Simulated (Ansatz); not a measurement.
Consider the redistribution: `CB(N)O` + `[SiH3]N[SiH2]O[SiH3]` → `CB(N)O[SiH3]` + `O[SiH2]N[SiH3]`.

Calculated with Ansatz (gas phase, PBE0-D4/def2-TZVP geometries, no zero-point term in ΔE). CCSD(T)/CBS adds triple-zeta CCSD(T) − MP2 to the extrapolated MP2 energy (def2 sets, frozen cores). This one scheme is used for every species. DFT in def2-TZVPP. B3LYP here is the variant with VWN-RPA as its local correlation; programs differ in this. One conformer a species, not always the lowest.

`CB(N)O`:

```xyz
10

C     0.606   -0.108    1.034
B    -0.184    0.203   -0.297
N    -0.621   -0.814   -1.159
O    -0.484    1.495   -0.674
H     0.070    0.281    1.907
H     0.772   -1.174    1.202
H     1.587    0.379    1.029
H    -1.125   -0.619   -2.007
H    -0.459   -1.788   -0.985
H    -0.163    2.146   -0.049
```

`[SiH3]N[SiH2]O[SiH3]`:

Cartesian coordinates in Å:
```
Si 1.738 0.677 -1.171
N 0.081 0.269 -1.447
Si -1.261 0.642 -0.445
O -1.489 -0.434 0.767
Si -0.707 -1.260 1.942
H 1.782 1.432 0.107
H 2.297 1.519 -2.263
H 2.591 -0.537 -1.057
H -0.108 -0.347 -2.225
H -1.019 1.975 0.158
H -2.491 0.612 -1.270
H -1.531 -2.434 2.320
H -0.504 -0.393 3.131
H 0.620 -1.723 1.453
```

`CB(N)O[SiH3]`:

Cartesian coordinates in Å:
```
C 0.748 0.952 -0.891
B -0.010 0.609 0.448
N -0.180 1.552 1.470
O -0.539 -0.648 0.670
Si -0.571 -2.017 -0.228
H 0.096 0.795 -1.757
H 1.112 1.981 -0.935
H 1.609 0.290 -1.031
H -0.662 1.334 2.325
H 0.164 2.493 1.413
H 0.806 -2.499 -0.519
H -1.295 -3.047 0.556
H -1.277 -1.796 -1.520
```

`O[SiH2]N[SiH3]`:

```xyz
11

O     1.619    1.592    0.045
Si    0.585    0.802   -0.961
N    -0.725    0.023   -0.164
Si   -0.658   -1.368    0.860
H     1.263    2.295    0.590
H     1.454   -0.192   -1.625
H    -0.040    1.743   -1.929
H    -1.630    0.455   -0.287
H    -0.937   -1.042    2.286
H     0.717   -1.916    0.748
H    -1.649   -2.393    0.436
```

```json
{"level": "r2SCAN-D4", "ΔE (kJ/mol)": "14.7", "difference from CCSD(T)/CBS": "-0.7"}
{"level": "PBE0-D4", "ΔE (kJ/mol)": "16.0", "difference from CCSD(T)/CBS": "0.6"}
{"level": "B3LYP-D4", "ΔE (kJ/mol)": "16.5", "difference from CCSD(T)/CBS": "1.1"}
{"level": "ωB97X-V", "ΔE (kJ/mol)": "15.4", "difference from CCSD(T)/CBS": "0.0"}
{"level": "ωB97M-V", "ΔE (kJ/mol)": "15.1", "difference from CCSD(T)/CBS": "-0.3"}
{"level": "B2PLYP", "ΔE (kJ/mol)": "14.5", "difference from CCSD(T)/CBS": "-0.9"}
{"level": "PBE", "ΔE (kJ/mol)": "13.1", "difference from CCSD(T)/CBS": "-2.3"}
{"level": "r2SCAN", "ΔE (kJ/mol)": "14.1", "difference from CCSD(T)/CBS": "-1.3"}
{"level": "PBE0", "ΔE (kJ/mol)": "14.5", "difference from CCSD(T)/CBS": "-0.9"}
{"level": "B3LYP", "ΔE (kJ/mol)": "14.2", "difference from CCSD(T)/CBS": "-1.2"}
{"level": "HF/def2-TZVPP", "ΔE (kJ/mol)": "16.9", "difference from CCSD(T)/CBS": "1.5"}
{"level": "SCS-MP2/def2-TZVPP", "ΔE (kJ/mol)": "15.3", "difference from CCSD(T)/CBS": "-0.1"}
{"level": "CCSD/def2-TZVPP", "ΔE (kJ/mol)": "15.8", "difference from CCSD(T)/CBS": "0.4"}
{"level": "CCSD(T)/def2-TZVPP", "ΔE (kJ/mol)": "15.3", "difference from CCSD(T)/CBS": "-0.1"}
{"level": "MP2/def2-QZVPP", "ΔE (kJ/mol)": "15.2", "difference from CCSD(T)/CBS": "-0.2"}
{"level": "MP2/CBS(def2)", "ΔE (kJ/mol)": "15.0", "difference from CCSD(T)/CBS": "-0.4"}
{"level": "CCSD(T)/CBS", "ΔE (kJ/mol)": "15.4", "difference from CCSD(T)/CBS": "0"}
```

Largest T1 diagnostic among the species: 0.011.
